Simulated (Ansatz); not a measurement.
`CC[O][Zn][Cl]` + H–F → `[F][Zn][Cl]` + ethanol at 400 K and 1 bar (ligand exchange at a Zn–O bond).

Calculated with Ansatz (gas phase, PBE0-D4/def2-TZVP geometries, no zero-point term in ΔE). CCSD(T)/CBS is the MP2 limit (def2-TZVPP, def2-QZVPP) plus CCSD(T) − MP2 in def2-TZVPP, frozen cores. This one scheme is used for every species. For Zn outer-core shells are correlated without core-valence functions, which leaves a few kJ/mol of doubt a bond. Scalar relativity is left out up to krypton. One conformer a species, not always the lowest.

```tsv
species	CCSD(T)/CBS energy (Eh)	H − E (kJ/mol)	S (J/(mol·K))
`CC[O][Zn][Cl]`	-2392.51110	218.8	397.5
H–F	-100.39570	36.5	182.2
`[F][Zn][Cl]`	-2338.03728	27.3	287.2
`CCO`	-154.88256	231.6	290.7
```

H − E and S are ideal-gas, rigid-rotor, harmonic terms from PBE0-D4/def2-TZVP, for one conformer and one mirror image of each species. 1 Eh = 2625.50 kJ/mol, R = 8.31446 J/(mol·K).

**Question.** By hand: ΔE, ΔH, ΔS and ΔG.

**Answer.** ΔE = (-2338.03728) + (-154.88256) − (-2392.51110) − (-100.39570) = -0.01304 Eh = -34.2 kJ/mol. Δ(H − E) = 27.3 + 231.6 − 218.8 − 36.5 = 3.6, so ΔH = -30.6 kJ/mol. ΔS = 287.2 + 290.7 − 397.5 − 182.2 = -1.8 J/(mol·K). ΔG = -30.6 − 400 × (-1.8)/1000 = -29.9 kJ/mol.

**Question.** By hand: the equilibrium constant, and the temperature at which ΔG would vanish if ΔH and ΔS stayed fixed.

**Answer.** log₁₀ K = −ΔG/(RT ln 10) = 3.9. ΔG = 0 at ΔH/ΔS = 17000 K, far beyond where these terms or the molecules hold.

The number of gas molecules stays the same, so ΔS is small and ΔH decides. A doubt of 5 kJ/mol in ΔE shifts log₁₀ K by 0.7 here. Other conformers and mirror images would add mixing entropy, several J/(mol·K) or more a flexible species. Modes under 60 cm⁻¹, often nearly free rotors, make the harmonic entropy too high. These are equilibria of isolated gas molecules and say nothing of rates. Largest T1 diagnostic: 0.016 (customary marks: 0.02 for closed shells, 0.045 for open ones).
